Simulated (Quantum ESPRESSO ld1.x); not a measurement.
Results of a calculation; reference values are marked as such.
All-electron atom: Br3+ in [Ar] 3d9 4s1 4p4 (not the ground configuration). Code: ld1.x of Quantum ESPRESSO 7.5. Model: scalar-relativistic Kohn-Sham, LDA (Slater exchange, Perdew-Wang correlation), spin-polarised, spherical densities, point nucleus; open shells are filled with parallel spins first.

Normalised radial functions P(r) = r R(r), r in bohr:

r	3p up	3d down
0.004685	0.0114	0.0001
0.006934	0.0233	0.0002
0.01026	0.0469	0.0007
0.01519	0.0923	0.0022
0.02248	0.1748	0.0066
0.03353	0.3155	0.0192
0.04962	0.5125	0.0518
0.07344	0.7186	0.1303
0.1087	0.7812	0.2963
0.1608	0.4644	0.5878
0.238	-0.3226	0.9737
0.3551	-1.2017	1.2833
0.5255	-1.4304	1.2621
0.7778	-0.9218	0.8878
1.151	-0.3148	0.4118
1.703	-0.0480	0.1097
2.541	-0.0022	0.0127
3.761	0.0000	0.0005
5.566	0.0000	0.0000

3p up: eigenvalue -227.69 eV, 1 radial node at r = 0.207 bohr, <r> = 0.558 bohr, 90 % of the charge inside 0.850 bohr. 3d down: eigenvalue -119.04 eV, 0 radial nodes, <r> = 0.569 bohr, 90 % of the charge inside 0.928 bohr.
